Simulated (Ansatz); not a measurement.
C$_{2}$H$_{8}$SeSi (`C[SiH2][Se]C`), relaxed with RKS PBE-D4/def2-SVP in the Gaussian-basis code of Ansatz from a rough embedded geometry. The force threshold is 0.03 eV/Å; the program also tests the step.

Total charge 0; spin multiplicity 1.

Start:

```xyz
12

C     1.533    0.386   -0.641
Si    0.586    0.643    0.887
Se   -0.611   -1.230    1.298
C    -1.843   -0.983   -0.128
H     0.880    0.266   -1.551
H     2.212    1.318   -0.859
H     2.238   -0.492   -0.565
H    -0.313    1.742    0.743
H     1.538    0.896    2.041
H    -1.286   -0.921   -1.090
H    -2.324    0.091    0.006
H    -2.610   -1.716   -0.143
```

(1) By how much does the energy fall, and how many steps does the optimiser take? (Best estimate.)

(2) Which bonds change most? (An estimate is asked.)

(3) Give the relaxed structure. (Estimate.)

## Answers

(1) The calculation gave: 42.54 kJ/mol, in 6 steps.

(2) Ansatz gave: Si2–H8 from 1.428 to 1.509 Å; Se3–C4 from 1.901 to 1.980 Å; C4–H11 from 1.184 to 1.106 Å; C1–Si2 from 1.816 to 1.889 Å.

(3) Ansatz gave: 
```xyz
12

C     1.619    0.452   -0.689
Si    0.635    0.653    0.911
Se   -0.684   -1.169    1.381
C    -1.912   -0.972   -0.159
H     0.942    0.323   -1.559
H     2.246    1.348   -0.877
H     2.277   -0.437   -0.628
H    -0.224    1.890    0.826
H     1.555    0.771    2.097
H    -1.375   -1.118   -1.115
H    -2.401    0.020   -0.139
H    -2.677   -1.762   -0.049
```
